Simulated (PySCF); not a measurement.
C₃H₉BOS, SMILES COB(C)SC. Heavy atoms are numbered as in [B:1]([CH3:2])([O:6][CH3:7])[S:11][CH3:12]. Hydrogens are named by the atom that carries them.

Geometry: PBE0-D3(BJ)/def2-SVP. The values are those of a single conformer.

Computed with PySCF with PBE/pcSseg-1.

GIAO shieldings, no solvent; atoms alike by connectivity are averaged. δ = σ(ref) − σ: ¹¹B against BF3 (σ = 83.9 ppm); ¹³C against TMS (σ = 182.0 ppm); ¹H against TMS (σ = 31.49 ppm); ¹⁷O against H2O (σ = 334.3 ppm); ³³S against H2S (σ = 706.5 ppm), references at their B3LYP-D3(BJ)/def2-TZVP geometries, non-relativistic.

Question: Estimate the chemical shifts. (An estimate is asked for; the answer gives what the named calculation found.)

Answer: 
| nucleus | atoms | count | δ (ppm) |
|---|---|---|---|
| ¹¹B | B1 | 1 | 36.5 |
| ¹³C | C7 (CH3) | 1 | 57.8 |
| ¹³C | C12 (CH3) | 1 | 15.8 |
| ¹³C | C2 (CH3) | 1 | 3.5 |
| ¹H | H on C7 | 3 | 4.10 |
| ¹H | H on C12 | 3 | 2.18 |
| ¹H | H on C2 | 3 | 0.75 |
| ¹⁷O | O6 | 1 | 159.9 |
| ³³S | S11 | 1 | 188.5 |
